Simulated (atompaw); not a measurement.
**Pseudopotential generation for Ru: PAW (atompaw), LDA (PW92), scalar-relativistic.**

| Property | Result |
| --- | --- |
| Element | ruthenium (Ru) |
| Generator | atompaw 4.2.0.5 |
| Type | PAW |
| Functional | LDA (PW92) |
| Relativity | scalar-relativistic |
| Frozen core | [Kr] |
| Valence charge | 8 |
| Reference configuration | 4d6 5s0 5p0 (charge +2) |
| Partial waves | 5s (bound, empty): rc 1.20 bohr; 5s channel at -1.1 Ry: rc 1.20 bohr; 5p (bound, empty): rc 3.00 bohr; 5p channel at -0.2 Ry: rc 3.00 bohr; 4d (bound): rc 1.80 bohr; 4d channel at -0.25 Ry: rc 3.00 bohr |
| Local potential | troulliermartins scheme with l = 3 at 0.5 Ry, radius 2.85 bohr |
| Core correction | smooth core density matched at 2.15 bohr |
| Augmentation charge | sinc compensation charge, radius 2.35 bohr; PAW radius 3.00 bohr; waves and projectors: custom polynom vanderbiltortho |

Q: Does the generator finish with these settings?

A: Yes, a potential is produced.

Q: Estimate the cutoffs (Ry, on a coarse ladder) from which the occupation-weighted sum of valence levels, in a spherical-Bessel basis at the reference potential, stays within 10 and 1 mRy of its value at 400 Ry.

A: 30 Ry and 50 Ry.

Q: Does the potential have ghost states?

A: Ghost states, extra bound levels that the all-electron valence spectrum of the same l lacks: s at -100.0 eV, p at -84.1 eV. A true bound ghost makes a file unfit for plane-wave use.

Q: Is the overlap operator S = 1 + Σ q|β⟩⟨β| positive definite (Bessel basis up to 400 Ry)?

A: Yes: its lowest eigenvalue is 0.33 (p channel).
